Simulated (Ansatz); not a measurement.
Consider the substitution at a C–C bond: `CC[SiH3]` + `[AsH3]` → `[SiH3]C[AsH2]` + CH₄.

Program: Ansatz. Geometries: PBE0-D4/def2-TZVP. ΔE: electronic, gas phase. CBS: MP2 limit from def2 TZ/QZ plus the TZ coupled-cluster correction, frozen cores. This one scheme is used for every species. Functionals use def2-TZVPP. B3LYP here is the variant with VWN-RPA as its local correlation; programs differ in this. HSE06 is defined as in plane-wave codes. For As outer-core shells are correlated without core-valence functions, which leaves a few kJ/mol of doubt a bond. Scalar relativity is left out up to krypton.

```csv
level,ΔE (kJ/mol)
r2SCANh-D4,-29.7
HSE06-D4,-28.8
r2SCAN,-29.6
PBE0,-26.1
B3LYP,-25.2
CCSD/def2-TZVPP,-29.5
HF/CBS(def2),-21.7
MP2/CBS(def2),-37.7
```

Problem. What does CCSD(T)/CBS give? (Best estimate.)

Solution. Ansatz gave: -31.9 kJ/mol. The listed levels differ from it by 2.2, 3.1, 2.3, 5.8, 6.7, 2.4, 10.2, -5.8 kJ/mol.

Largest T1 diagnostic among the species: 0.011.

In def2-TZVPP, CCSD(T) changes the Hartree–Fock value by −9.6 kJ/mol (the triples alone add −2.1 kJ/mol) and MP2 by −15.4 kJ/mol. At CCSD(T), def2-SVP lies +17.4 kJ/mol from the extrapolated value and def2-TZVPP +0.3 kJ/mol. The D4 term adds −4.8 kJ/mol with B3LYP and −2.5 kJ/mol with PBE0; it sums over pairs of atoms, weighted by their polarisabilities, and B3LYP, whose exchange is more repulsive, gets the larger term.
